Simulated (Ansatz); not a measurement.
Molecule: C₅H₁₀Se, charge 0, multiplicity 1. 
Geometry from a B3LYP-D3(BJ)/def2-TZVP (Ansatz, an electronic-structure program) optimisation:
```
C
H 1 1.0913
C 1 1.5199 2 110.18
H 3 1.0899 1 111.76 2 58.38
H 3 1.0914 4 107.94 1 -121.97
H 3 1.0946 4 108.08 5 -116.86
C 1 1.5218 2 109.61 3 -124.58
H 7 1.0903 1 111.72 2 -55.03
H 7 1.0923 8 108.30 1 122.59
H 7 1.0928 8 108.21 9 116.35
Se 1 1.9912 2 104.77 7 -115.40
C 11 1.9054 1 97.45 2 -52.85
C 12 1.3271 11 124.41 1 -150.75
H 13 1.0828 12 122.26 11 4.37
H 13 1.0831 14 117.10 12 179.33
H 12 1.0848 13 121.14 14 -179.52
```

Dipole moments at this geometry, in debye (magnitudes).

```json
[
 {"level": "revPBE/def2-TZVPD", "program": "Ansatz", "dipole (D)": "1.62"},
 {"level": "B97M-V/def2-TZVPD", "program": "Ansatz", "dipole (D)": "1.61"},
 {"level": "BHLYP/def2-TZVPD", "program": "Ansatz", "dipole (D)": "1.66"},
 {"level": "r2SCANh/def2-TZVPD", "program": "Ansatz", "dipole (D)": "1.70"},
 {"level": "HSE06/def2-TZVPD", "program": "Ansatz", "dipole (D)": "1.65"},
 {"level": "CAM-B3LYP/def2-TZVPD", "program": "Ansatz", "dipole (D)": "1.63"},
 {"level": "LC-wPBE/def2-TZVPD", "program": "Ansatz", "dipole (D)": "…"},
 {"level": "wB97X-V/def2-TZVPD", "program": "Ansatz", "dipole (D)": "1.65"},
 {"level": "CCSD(T)/aug-cc-pVDZ", "program": "Ansatz", "dipole (D)": "…"}
]
```

Question: Fill in the missing entries.

Answer: 
- LC-wPBE/def2-TZVPD, dipole (D): 1.64
- CCSD(T)/aug-cc-pVDZ, dipole (D): 1.60
